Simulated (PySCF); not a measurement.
Sn(F)(Cl)2(OH) (Cl2FHOSn), SMILES [OH][Sn]([F])([Cl])[Cl]. Geometry: PBE-D3(BJ)/def2-SVP. The def2 effective core potentials stand for the cores of Sn; spin–orbit coupling is left out. Other conformers were not sampled.

Task: Give the equilibrium geometry at PBE-D3(BJ)/def2-SVP (PySCF confirms it by a frequency run) as a Z-matrix, and its point group. (An estimate is asked for; the answer gives what the named calculation found.)

Result: This is not unique; one that fits is point group Cs.
```
Sn
F 1 1.9477
O 1 1.9852 2 105.83
H 3 0.9806 1 107.28 2 0.00
Cl 1 2.3371 2 108.78 4 120.04
Cl 1 2.3371 2 108.78 4 -120.04
```
